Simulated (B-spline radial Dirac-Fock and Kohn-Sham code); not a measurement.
**Relativistic shifts of the levels of Tc⁴⁺**

System: technetium as Tc⁴⁺, [Kr] 4d3.

Both columns are ΔSCF binding energies of the configuration average from a B-spline atomic structure program: non-relativistic Hartree-Fock with a point nucleus, and Dirac-Fock with a finite nucleus and the Coulomb interaction alone, averaged over the two j levels with weights 2j+1.

| shell | Hartree-Fock (eV) | Dirac-Fock (eV) | shift (eV) | shift (%) |
| --- | --- | --- | --- | --- |
| 1s | 20621.5 | 21166.4 | +544.93 | +2.64 |
| 2s | 2989.5 | 3118.6 | +129.07 | +4.32 |
| 2p | 2751.1 | 2785.7 | +34.62 | +1.26 |
| 3s | 587.0 | 612.0 | +24.92 | +4.25 |
| 3p | 493.5 | 500.2 | +6.71 | +1.36 |
| 3d | 322.2 | 317.9 | -4.32 | -1.34 |
| 4s | 129.9 | 134.1 | +4.24 | +3.26 |
| 4p | 99.00 | 99.86 | +0.86 | +0.87 |
| 4d | 55.92 | 55.28 | -0.63 | -1.13 |

Relativity binds 1s, 2s, 2p, 3s, 3p, 4s, 4p more strongly, among those listed most of all 2s in relative terms, and 3d, 4d more weakly, because the contracted s and p shells screen the nucleus better.

Values without a named source are computed, but for edge energies of neutral atoms, which are taken from tables.
